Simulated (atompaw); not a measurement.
Mo: PAW (atompaw) pseudisation with PBEsol, scalar-relativistic reference atom.

- Element: Mo
- Generator: atompaw 4.2.0.5
- Type: PAW
- Functional: PBEsol
- Relativity: scalar-relativistic
- Frozen core: [Ar] 3d10
- Valence charge: 14
- Reference configuration: 4s2 4p6 4d5 5s0 5p0 (charge +1)
- Partial waves: 4s (bound): rc 1.95 bohr; 5s (bound, empty): rc 1.75 bohr; 4p (bound): rc 1.85 bohr; 5p (bound, empty): rc 2.45 bohr; 4d (bound): rc 2.45 bohr; 4d channel at -0.05 Ry: rc 2.45 bohr
- Local potential: bessel scheme, radius 2.00 bohr
- Core correction: smooth core density matched at 1.75 bohr
- Augmentation charge: besselshape compensation charge, radius 2.35 bohr; PAW radius 2.45 bohr; waves and projectors: custom rrkj gramschmidtortho

Poles of the logarithmic derivatives, all-electron (AE) and pseudo (PS). s: poles at -5.2, 2.9 (AE) and -5.2, 3.0 (PS) Ry. p: poles at -3.2, 4.3 (AE) and -3.2, 4.1 (PS) Ry. d: poles at -0.1 (AE) and -0.1 (PS) Ry. Test radius 2.47 bohr.

* Cutoffs needed: 25 Ry and 45 Ry (the cutoffs (Ry, on a coarse ladder) from which the occupation-weighted sum of valence levels, in a spherical-Bessel basis at the reference potential, stays within 10 and 1 mRy of its value at 400 Ry)
* Ghost test: no extra level below or beside the all-electron valence levels (s, p, d, f tested) (spherical-Bessel basis up to 400 Ry, 20 bohr box)
* Lowest eigenvalue of the overlap operator: 0.08 (s channel)
* Overlap eigenvalues printed by atompaw (projector basis): 0.0113, 0.131, 0.638, 4.11, 8.45, 202
* Share of each valence orbital outside the PAW sphere: 4s 0 %, 5s 75 %, 4p 2 %, 5p 90 %, 4d 21 %
